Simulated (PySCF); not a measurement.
**Computed properties of AlClH4O2SSi, SMILES [OH][Al]([OH])[S][SiH2]Cl**

AlClH4O2SSi, SMILES [S]([SiH2]Cl)[Al]([OH])[OH]. Coordinates come from a PBE0-D3(BJ)/def2-SVP optimisation. The structure was generated by enumeration; whether it is a known compound was not checked. Other conformers were not sampled. All values are computed for the isolated molecule unless a solvent is named; none is compared with measurement here.

**Structure.** All 24 harmonic modes at PBE0-D3(BJ)/def2-SVP (PySCF) are real, so it is a minimum.

**Vibrations.** The strongest infrared lines (harmonic, unscaled, degenerate partners summed) lie at 559 cm⁻¹ (245 km/mol, H 66 %, O 13 %, S 10 %, Si 9 %), 840 cm⁻¹ (211 km/mol, H 83 %), 601 cm⁻¹ (190 km/mol, H 66 %, O 28 %). The softest mode is at 44 cm⁻¹ and the zero-point energy is 30.9 kcal/mol.

**Electronic structure.** HF/def2-TZVP (PySCF) places the frontier levels at -10.51 and 2.44 eV, a gap of 12.95 eV, and gives a dipole moment of 2.41 D and a mean polarisability of 75.1 bohr³. PBE/def2-TZVP (PySCF) at the same geometry gives -6.52 and -1.76 eV, so its gap is 8.19 eV narrower. An orbital gap is neither the optical nor the fundamental gap.

**Excitations.** TDA-B3LYP/def2-SVPD (PySCF) has S1 at 5.23 eV (237 nm, f = 0.001, dark); the most intense of the 10 singlets computed lies at 7.21 eV (f = 0.03). T1 (TDA) is at 5.10 eV, 0.13 eV under S1. TDA-PBE/def2-SVPD (PySCF) puts S1 at 4.76 eV. No vertical singlet excitation falls in the visible range (under 3.1 eV).

**NMR.** GIAO shifts at KT2/pcSseg-1 (PySCF) (non-relativistic, atoms alike by connectivity averaged): ¹H from 2.0 to 6.3 ppm against TMS; ²⁹Si at 10.8 ppm against TMS. Without spin–orbit terms, shifts of atoms bonded to Cl or Br come out too high.
